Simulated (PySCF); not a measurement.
Computed shifts of a molecule C4H5NS2, PySCF with PBE/pcSseg-1, GIAO, gas phase, equivalent atoms averaged, in ppm (number of nuclei): ¹³C: 165.5 (1), 157.4 (1), 128.3 (1), 19.3 (1). ¹⁵N: 372.1 (1). ¹H: 8.48 (1), 3.50 (1), 2.97 (3). References: ¹³C against TMS (σ = 182.0 ppm); ¹⁵N against NH3 (σ = 267.0 ppm); ³³S against H2S (σ = 706.5 ppm); ¹H against TMS (σ = 31.49 ppm), references at their B3LYP-D3(BJ)/def2-TZVP geometries, non-relativistic. The structure is a stationary point at r2SCAN-D4/def2-SVP. Other conformers were not sampled.

**Question.** Pick the molecule that these values belong to.
A) Cc1ncsc1S
B) Cc1ncc(S)s1
C) CSc1cncs1
D) CSc1cscn1

**Answer.** A, Cc1ncsc1S
